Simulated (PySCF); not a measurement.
Species: C₅H₁₃B₂N.
InChI=1S/C5H13B2N/c6-5-7-8-3-1-2-4-8/h7H,1-6H2

The closed-shell ground state was solved at several levels (PySCF, density fitting, gas phase, non-relativistic). Isolated species at its PBE0-D3(BJ)/def2-SVP geometry (one conformer only).

```tsv
level	basis functions	total energy (Eh)	HOMO (eV)	LUMO (eV)	gap (eV)	dipole (D)
CAM-B3LYP/pcSseg-1	201	-302.6146	-8.46	-0.10	8.36	2.67
PBE0/pcSseg-1	201	-302.4120	-7.13	-1.21	5.92	2.77
```

**Question.** Estimate the row for CAM-B3LYP/def2-SVPD, a basis of 264 functions; the other rows only guide the guess.

**Answer.** Total energy -302.4453 Eh, HOMO -8.47 eV, LUMO -0.16 eV, gap 8.31 eV, dipole 2.58 D.

**Question.** Over all these levels, which gives the widest orbital gap and which the narrowest?

**Answer.** CAM-B3LYP/pcSseg-1 (range-separated hybrid) has the widest, 8.36 eV, and PBE0/pcSseg-1 (global hybrid, 25 % exact exchange) the narrowest, 5.92 eV. The two share the basis. From the narrowest to the widest the HOMO moves by -1.33 eV and the LUMO by +1.11 eV.

**Question.** How far do the dipole and the HOMO energy spread over the levels?

**Answer.** The dipole runs from 2.58 to 2.77 D (mean 2.67 D) and the HOMO from -8.47 to -7.13 eV.
